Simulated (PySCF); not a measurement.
Peak assignment

Structure with atom numbers: `[CH2:1]=[CH:2]/[CH:3]=[CH:4]\[C:5]([F:6])([F:7])[C:8]([F:9])([F:10])[F:11]`. Each H is labelled by its parent atom. Ha(C1) is cis to C3; Hb(C1) is trans to C3.

Level of theory: J couplings at B3LYP/pcJ-1 (spin–dipole term only in couplings to heteroatoms), PBE0-D3(BJ)/def2-SVP structure, shielding tensors at PBE0/pcSseg-1 (GIAO), in PySCF 2.14 (no solvent, one computed conformer, rapidly exchanging positions averaged, no relativistic terms).

Shifts are taken against calculated references (same method and geometry level): 13C (σ = 184.41 ppm), 1H (σ = 31.27 ppm) against TMS.

Question: Assign these signals to the numbered atoms. 13C{1H} NMR (computed): δ 149.5 (t, J = 6.6 Hz), 140.9, 134.9, 125.6 (t, J = 27.1 Hz), 125.2 (qt, J = 353.7, 38.7 Hz), 116.7 (tq, J = 307.8, 39.9 Hz).

Answer: 
149.5 → C3, alkene CH: as expected for a trigonal carbon in a double bond
140.9 → C2, alkene CH
134.9 → C1, terminal =CH2 carbon: the olefinic region
125.6 → C4, alkene CH: the olefinic region
125.2 → C8, CF3 carbon: 3 electronegative neighbours deshield it
116.7 → C5, allylic fully substituted sp3 carbon bonded to 2 F: 2 electronegative neighbours deshield it

C4 and C8 lie closer than the usual error of such a calculation, so a measured spectrum could show them in the other order.

Question: Assign these signals to the numbered atoms. 1H NMR (300 MHz, computed): δ 7.17 (m, 1H), 6.53 (ttd, J = 13.2, 1.4, 1.0 Hz, 1H), 5.85 (dq, J = 11.5, 1.5 Hz, 1H), 5.77 (dt, J = 18.3, 1.5 Hz, 1H), 5.58 (m, 1H).

Answer: 
7.17 → H(C2), hydrogen on an alkene CH: a vinylic proton, deshielded by the sp2 carbon and the C=C anisotropy
6.53 → H(C3), hydrogen on an alkene CH
5.85 → Hb(C1), hydrogen on a terminal =CH2 carbon: attached to an sp2 carbon and in the plane of the double bond
5.77 → Ha(C1), hydrogen on a terminal =CH2 carbon
5.58 → H(C4), hydrogen on an alkene CH: attached to an sp2 carbon and in the plane of the double bond

Hb(C1) and Ha(C1) lie closer than the usual error of such a calculation, so a measured spectrum could show them in the other order.

C–F couplings over four or more bonds (about 3 Hz to the para carbon of a fluoroarene) are left out. Common functionals overestimate the size of one-bond C–F couplings by tens of Hz; these are unscaled. Splittings below 1 Hz are ignored in the labels, and close J values are merged. Unscaled 3J(H,H) at this level run about 10 % above measured values. Shifts are as computed. Against solution values, carbons near 30 ppm lie about +2 ppm off and those near 130 ppm about +5 ppm. Of 1211 compounds with measured shifts, 218 miss one by over three times the rms of a fit or turn the order of signals round; such compounds aren't used in these exercises.
